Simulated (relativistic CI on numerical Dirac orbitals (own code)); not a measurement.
# Hyperfine structure of Sr XIX, mass number 87

Method of calculation: Dirac-Coulomb-Breit CI, orbitals from a KLI potential per configuration, model QED (radiative potential, 1s self-energy scaled to tabulated hydrogen-like ionisation energies), unscaled Slater integrals (own radial code, finite nucleus).

CI space (outside the closed core [Ne]): 3s2 3p6 3d2, 3s2 3p5 3d3, 3s 3p6 3d3, 3s2 3p6 3d 4s, 3s2 3p6 3d 4p, 3s2 3p6 3d 4d, 3s2 3p6 3d 4f, 3s2 3p5 3d2 4s, 3s2 3p6 4s2, 3s2 3p5 3d2 4p, 3s2 3p6 4s 4p, 3p6 3d4, 3p5 3d5. Double excitations out of closed p, d and f shells are left out; levels of such configurations are missing from the list, as are those of other unlisted configurations, and high levels can miss mixing partners. These lack a partner that the ground configuration has and come out too high: 3s2 3p5 3d2 4s, 3s2 3p5 3d2 4p.

Nuclear spin I = 9/2, μ = -1.09316 μN, Q = 0.305 b (tables of Stone and Pyykkö). The electronic factors are computed for point nuclear moments, without core polarisation or the Bohr-Weisskopf and QED corrections.

| Level | E (cm⁻¹) | A (MHz) | B (MHz) |
| --- | --- | --- | --- |
| 3s2 3p6 3d2 3F_2 | 0 | -1890 | 591 |
| 3s2 3p6 3d2 3F_3 | 14900 | -1149 | 753 |
| 3s2 3p6 3d2 3F_4 | 29589 | -908.4 | 1100 |
| 3s2 3p6 3d2 1D_2 | 53134 | -1046 | -942 |
| 3s2 3p6 3d2 3P_1 | 61389 | -7.915 | 718 |
| 3s2 3p6 3d2 3P_2 | 77410 | -779.5 | -1290 |
| 3s2 3p6 3d2 1G_4 | 83852 | -1149 | 4050 |
| 3s2 3p5 3d3 5D°_2 | 814791 | -2217 | 3270 |

Levels with J = 0, under 50 % of one LS term, or S terms without an open s electron are left out. Small factors come from cancelling terms and can be off by tens of per cent or more.

At this charge energies of transitions that change n are usually good to better than 1 %, and those within a shell (Δn = 0) to a few per cent. Terms inside the open d or f shell come out 10 to 20 % too wide with unscaled integrals.

(1) Give the hyperfine levels of 3s2 3p6 3d2 3F_2 relative to its centre of gravity.

Answers

(1) With K = F(F + 1) − I(I + 1) − J(J + 1), E = AK/2 + B[¾K(K + 1) − I(I + 1)J(J + 1)]/[2I(2I − 1)J(2J − 1)]: F = 5/2: 21060, F = 7/2: 14190, F = 9/2: 5498, F = 11/2: -4898, F = 13/2: -16860 MHz.

LS names give the leading component of a level, which can be under half, so a name can repeat, a term be missing and a line seem to break the LS rules.
